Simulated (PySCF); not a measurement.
Worked example: oscillator strength and radiative lifetime

C2H6Si, SMILES C[Si]C (connectivity only; charge and spin as stated), neutral, multiplicity 1.

The structure is a stationary point at TPSSh-D3(BJ)/def2-TZVP. The isomer is the one that the SMILES or the coordinates give; other isomers of the formula were not compared.

TDA-PBE/def2-SVPD in PySCF puts the first singlet state with f over 0.02 at 2.76 eV (vertical), with the transition dipole (-0.010, 0.683, 0.000) in atomic units.

Problem. Find the oscillator strength, the wavelength and the radiative lifetime that this transition would have in vacuum if emission retraced absorption.

Solution. 
|μ|² = 0.4666 au, so |μ| = 1.74 D. ΔE = 2.76/27.211 = 0.1014 hartree. f = (2/3) ΔE |μ|² = 0.032 (the program prints 0.032).
λ = 1239.84/2.76 = 449 nm; ν = 22261 cm⁻¹.
Einstein's coefficient A = 0.6670 ν² f s⁻¹ (ν in cm⁻¹) = 1.0e7 s⁻¹, so τ = 1/A = 96 ns. This state is S1. The figure is the radiative limit of this one transition; relaxation, internal conversion, crossing to triplets and a medium change what is measured.
